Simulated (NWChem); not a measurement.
Basis-set dependence for Ga (-1)

```
Ga
```
Charge -1, spin multiplicity 3.

Everything below was run with NWChem.

Hartree-Fock energies in Ha, correlation energies in mHa.

The Hamiltonian is non-relativistic. The correlated methods keep 9 core orbitals frozen. No SCF solution was tested for a lower state. Open-shell Hartree-Fock references start from PBE0 orbitals. Coupled-cluster values serve here as a point of comparison, not as the truth.

```
basis       functions          UHF    UMP2  SCS-UMP2  CCSD on ROHF  CCSD[T] on ROHF  CCSD(T) on ROHF  CCSD on UHF  CCSD[T] on UHF  CCSD(T) on UHF
----------  ---------  -----------  ------  --------  ------------  ---------------  ---------------  -----------  --------------  --------------
def2-SVPD          38  -1922.95789  -184.6    -168.5        -189.2           -197.3           -196.1       -185.8          -193.6          -192.4
def2-TZVPD         54  -1923.20848  -190.1    -174.7        -197.6           -207.7           -206.4       -194.1          -204.0          -202.6
```

From def2-SVPD to def2-TZVPD the Hartree-Fock energy moves by -250.6 mHa and the UMP2 correlation energy by -5.5 mHa, which is 3 % of its value in the larger set.
